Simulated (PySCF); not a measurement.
octasulfur (S8), SMILES S1SSSSSSS1.

Geometry optimised at B3LYP-D3(BJ)/def2-SVP.

Method: TDA-PBE/def2-SVPD (PySCF).

Vertical excitations. Gas-phase values at a fixed geometry. State labels are in the subgroup Cs.

Computed UV-visible absorptions:
```json
[
 {"state": "S1", "symmetry": "A'", "energy (eV)": "2.40", "λ (nm)": "517", "f": "0.001", "main pairs": "HOMO→LUMO 97 %"},
 {"state": "S2", "symmetry": "A\"", "energy (eV)": "2.41", "λ (nm)": "514", "f": "0.000", "main pairs": "HOMO→LUMO+1 98 %"},
 {"state": "S3", "symmetry": "A'", "energy (eV)": "2.70", "λ (nm)": "460", "f": "0.000", "main pairs": "HOMO→LUMO+2 97 %"},
 {"state": "S4", "symmetry": "A\"", "energy (eV)": "2.96", "λ (nm)": "420", "f": "0.006", "main pairs": "HOMO→LUMO+3 81 %, HOMO−1→LUMO 13 %"},
 {"state": "S5", "symmetry": "A\"", "energy (eV)": "3.22", "λ (nm)": "385", "f": "0.006", "main pairs": "HOMO−1→LUMO 67 %, HOMO−2→LUMO 17 %"},
 {"state": "S6", "symmetry": "A'", "energy (eV)": "3.29", "λ (nm)": "377", "f": "0.001", "main pairs": "HOMO−1→LUMO+1 95 %"},
 {"state": "T1", "symmetry": "A'", "energy (eV)": "2.06", "λ (nm)": "601", "f": "0", "main pairs": "HOMO→LUMO 99 %"},
 {"state": "T2", "symmetry": "A\"", "energy (eV)": "2.19", "λ (nm)": "565", "f": "0", "main pairs": "HOMO→LUMO+1 99 %"}
]
```
Triplets are in the Tamm–Dancoff approximation.
